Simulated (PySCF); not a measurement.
The vertical singlet excitations below were computed for one of the candidates. Computed, not measured: PySCF 2.14.0, density-fitted response routines, TDDFT CAM-B3LYP/def2-SVPD, vertical, gas phase, core orbitals frozen in the response. Geometries: PBE0-D3(BJ)/def2-SVP, one conformer each. Relativistic effects are left out although some hold elements past zinc.

| state | ν̃ (cm⁻¹) | f | main configurations (H = HOMO, L = LUMO) |
| --- | --- | --- | --- |
| S1 | 39770 | 0.0006 | H→L+1 (82%), H-1→L+1 (8%) |
| S2 | 43480 | 0.082 | H→L (93%) |
| S3 | 43980 | 0.0005 | H-1→L+1 (81%), H→L+1 (9%) |
| S4 | 46550 | 0.107 | H-1→L (89%) |
| S5 | 51550 | 0.015 | H→L+2 (84%) |
| S6 | 52750 | 0.0006 | H→L+3 (81%) |

Question: Which structure fits?
A. `Fc1c[se]c(F)c1`
B. `C/C=C/[C@H](F)C`
C. `CC(C)=CCF`
D. `C/C=C(/C)CF`

Answer: A. Its S1, at 4.93 eV, is the lowest among the candidates; the nearest of the others has S1 at 6.77 eV. S1 is HOMO→LUMO+1 (82%), HOMO-1→LUMO+1 (8%). Löwdin shares by element: HOMO carbon 60% or more, selenium 19% (atoms not listed hold the other 21%); LUMO carbon 52% or more, selenium 22% (atoms not listed hold the other 25%). At the same level the other candidates give, for their lowest levels:
- `C/C=C/[C@@H](C)F`: 7.00 eV (f 0.080); 7.25 eV (f 0.433); 7.55 eV (f 0.004); 7.93 eV (f 0.006); 8.32 eV (f 0.002); T1 4.35 eV; HOMO -8.53, LUMO 1.28 eV
- `C/C=C(/C)CF`: 6.77 eV (f 0.065); 6.94 eV (f 0.359); 7.53 eV (f 0.007); 7.77 eV (f 0.042); 7.93 eV (f 0.001); T1 4.19 eV; HOMO -8.40, LUMO 1.17 eV
- `CC(C)=CCF`: 6.84 eV (f 0.041); 6.97 eV (f 0.460); 7.64 eV (f 0.003); 7.88 eV (f 0.015); 8.00 eV (f 0.005); T1 4.23 eV; HOMO -8.50, LUMO 1.19 eV
Triplets come from the Tamm–Dancoff approximation.
